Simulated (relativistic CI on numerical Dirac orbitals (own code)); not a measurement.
Ce56+: computed level list

Calculated at this level of theory: Dirac-Coulomb-Breit CI, separate exchange-only KLI orbitals for each configuration, model QED (radiative potential, 1s self-energy scaled to tabulated hydrogen-like ionisation energies), unscaled Slater integrals (own radial code, finite nucleus).

CI space: 1s², 1s2s, 1s2p, 1s3s, 1s3p, 1s3d, 1s4s, 1s4p, 1s4d, 1s4f, 1s5s, 1s5p, 1s5d, 1s5f, 1s5g, 1s6s, 1s6p, 1s6d, 2s². Levels of other configurations are missing.

| No. | Configuration | Term | J | E (10³ cm⁻¹) | % | Landé g | jj configuration (%) |
| --- | --- | --- | --- | --- | --- | --- | --- |
| 1 | 1s² | ¹S | 0 | 0 | 100 |  | closed (100) |
| 2 | 1s2s | ³S | 1 | 282418 | 100 | 1.924 | 1s 2s (100) |
| 3 | 1s2p | ³P° | 1 | 283100 | 69 | 1.270 | 1s 2p1/2 (100) |
| 4 | 1s2p | ³P° | 0 | 283182 | 100 |  | 1s 2p1/2 (100) |
| 5 | 1s2s | ¹S | 0 | 283194 | 100 |  | 1s 2s (100) |
| 6 | 1s2p | ³P° | 2 | 287388 | 100 | 1.452 | 1s 2p3/2 (100) |
| 7 | 1s2p | ¹P° | 1 | 287696 | 69 | 1.155 | 1s 2p3/2 (100) |
| 8 | 1s3s | ³S | 1 | 336031 | 100 | 1.933 | 1s 3s (100) |
| 9 | 1s3p | ³P° | 1 | 336216 | 69 | 1.278 | 1s 3p1/2 (100) |
| 10 | 1s3s | ¹S | 0 | 336238 | 100 |  | 1s 3s (100) |
| 11 | 1s3p | ³P° | 0 | 336238 | 100 |  | 1s 3p1/2 (100) |
| 12 | 1s3p | ³P° | 2 | 337491 | 100 | 1.462 | 1s 3p3/2 (100) |
| 13 | 1s3d | ³D | 2 | 337562 | 60 | 1.061 | 1s 3d3/2 (100) |
| 14 | 1s3d | ³D | 1 | 337577 | 100 | 0.517 | 1s 3d3/2 (100) |
| 15 | 1s3p | ¹P° | 1 | 337580 | 69 | 1.172 | 1s 3p3/2 (100) |
| 16 | 1s3d | ³D | 3 | 337955 | 100 | 1.305 | 1s 3d5/2 (100) |
| 17 | 1s3d | ¹D | 2 | 337969 | 60 | 1.076 | 1s 3d5/2 (100) |
| 18 | 1s4s | ³S | 1 | 354534 | 100 | 1.936 | 1s 4s (100) |
| 19 | 1s4p | ³P° | 1 | 354609 | 69 | 1.281 | 1s 4p1/2 (100) |
| 20 | 1s4s | ¹S | 0 | 354618 | 100 |  | 1s 4s (100) |
| 21 | 1s4p | ³P° | 0 | 354618 | 100 |  | 1s 4p1/2 (100) |
| 22 | 1s4p | ³P° | 2 | 355145 | 100 | 1.465 | 1s 4p3/2 (100) |
| 23 | 1s4d | ³D | 2 | 355174 | 60 | 1.065 | 1s 4d3/2 (100) |
| 24 | 1s4d | ³D | 1 | 355181 | 100 | 0.523 | 1s 4d3/2 (100) |
| 25 | 1s4p | ¹P° | 1 | 355182 | 69 | 1.178 | 1s 4p3/2 (100) |
| 26 | 1s4d | ³D | 3 | 355341 | 100 | 1.309 | 1s 4d5/2 (100) |
| 27 | 1s4f | ³F° | 3 | 355343 | 57 | 1.022 | 1s 4f5/2 (100) |
| 28 | 1s4f | ³F° | 2 | 355346 | 100 | 0.680 | 1s 4f5/2 (100) |
| 29 | 1s4d | ¹D | 2 | 355347 | 60 | 1.081 | 1s 4d5/2 (100) |
| 30 | 1s4f | ³F° | 4 | 355425 | 100 | 1.230 | 1s 4f7/2 (100) |

Energies count from the lowest computed level; ° marks odd parity. Filled j subshells are mostly left out of the jj labels.

The mean weight of the leading LS term, summed over parents, in these 30 levels is 87 %, and that of the leading jj configuration (from the same eigenvectors) 100 %, so jj coupling describes them better and the LS labels are nominal.

At this charge energies of transitions that change n are usually good to better than 1 %, and those within a shell (Δn = 0) to a few per cent.

LS names give the leading component of a level, which can be under half, so a name can repeat, a term be missing and a line seem to break the LS rules.
